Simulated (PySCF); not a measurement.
Relaxation of doublet Os(OH)₃

Method: UPBE0 in PySCF with Os def2-SVP with ECP60, O def2-SVP, H def2-SVP; scalar-relativistic core potentials, no spin–orbit coupling; density-fitted integrals. A (50,194) grid was used.

A start at or just off a symmetric point, pushed along the force that breaks its symmetry, of Cs symmetry, free to break it:

```xyz
7
charge 0 multiplicity 2, angstrom
Os    0.0090    0.0174    0.0000
O     0.0244   -1.9184    0.0000
O     0.0161    0.8578   -1.5939
O     0.0161    0.8578    1.5939
H    -0.8770   -2.2587    0.0000
H    -0.8729    1.0834   -1.9303
H    -0.8729    1.0834    1.9303
```

Optimiser trace:
```json
{"step": "0", "E − E(last) (kJ/mol)": "12.05", "largest gradient (Eh/bohr)": "0.05281"}
{"step": "1", "E − E(last) (kJ/mol)": "1.14", "largest gradient (Eh/bohr)": "0.00438"}
{"step": "2", "E − E(last) (kJ/mol)": "0.65", "largest gradient (Eh/bohr)": "0.00505"}
{"step": "3", "E − E(last) (kJ/mol)": "0.35", "largest gradient (Eh/bohr)": "0.00600"}
{"step": "4", "E − E(last) (kJ/mol)": "0.04", "largest gradient (Eh/bohr)": "0.00200"}
{"step": "5", "E − E(last) (kJ/mol)": "0.00", "largest gradient (Eh/bohr)": "0.00036"}
{"step": "6", "E − E(last) (kJ/mol)": "0.00", "largest gradient (Eh/bohr)": "0.00017"}
```

It ends at Cs with Os–O 1.838 Å (×2), Os–O 1.857 Å, O–H 0.971 Å (×3); H–O–Os 111.3°, H–O–Os 114.4° (×2), O–Os–O 115.6° (×2), O–Os–O 128.9° (after a last refinement on a finer grid). A frequency run shows 1 imaginary mode, down to 73i cm⁻¹, so it is a saddle point. Other isomers or separated fragments may lie lower.

Final geometry:
```xyz
7
charge 0 multiplicity 2, angstrom
Os    0.0122    0.0185    0.0000
O     0.0134   -1.8382    0.0000
O     0.0095    0.8116   -1.6581
O     0.0095    0.8116    1.6581
H    -0.8922   -2.1917    0.0000
H    -0.8746    1.0090   -2.0076
H    -0.8746    1.0090    2.0076
```

Other spin states or occupations of the open shell can lie lower. No spin–orbit coupling is included, which matters more the heavier the element.
